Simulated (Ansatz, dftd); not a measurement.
System: CH3Mg, charge 0, doublet. CH3Mg (SMILES [CH3][Mg], doublet).
B3LYP-D3(BJ)/def2-TZVP minimum from Ansatz (a program for electronic structure):
```
C
H 1 1.0928
H 1 1.0928 2 108.77
H 1 1.0928 2 108.77 3 -118.32
Mg 1 2.1296 2 110.16 3 120.84
```
Charge 0, spin multiplicity 2.

Wanted: atomisation energy (electronic, to ground-state atoms), in kJ/mol. Radicals and triplets start from unrestricted determinants; spin-orbit coupling is neglected. Cores are frozen in correlated methods. No relativity. CBS(X,Y): correlation extrapolated as X^-3, Hartree-Fock from the larger set. A bracket is a step between two methods taken in the basis named. Double hybrids freeze cores in their MP2 part. For partners of very few electrons the exact lower level stands in for a higher one. The spin of CH3Mg ([CH3][Mg], doublet) was assumed, and the state is the lowest solution found for it.

```csv
level,program,atomisation energy (kJ/mol),difference against the last row
HF/def2-SVP,Ansatz,1078.1,-320.6
PBE/def2-TZVPD,Ansatz,1417.3,18.6
r2SCAN/def2-TZVPD,Ansatz,1421.0,22.3
CAM-B3LYP/def2-TZVPD,Ansatz,1400.7,2.0
B2PLYP-D3(BJ)/def2-TZVPD,Ansatz + dftd3,1387.1,-11.6
B2GP-PLYP-D3(BJ)/def2-TZVPD,Ansatz + dftd3,1383.9,-14.8
CCSD(T)/def2-QZVPP,Ansatz,1386.0,-12.7
CCSDT(Q)/def2-TZVPP,Ansatz,1368.1,-30.6
CCSDTQ/def2-SVP,Ansatz,1322.9,-75.8
"CCSD(T)/CBS(def2-TZVPP,def2-QZVPP) + [CCSDTQ - CCSD(T)]/def2-SVP",Ansatz,1399.1,0.4
"CCSD(T)/CBS(def2-TZVPP,def2-QZVPP) + [CCSDT(Q) - CCSD(T)]/def2-TZVPP + [CCSDTQ - CCSDT(Q)]/def2-SVP",Ansatz,1398.7,0.0
```
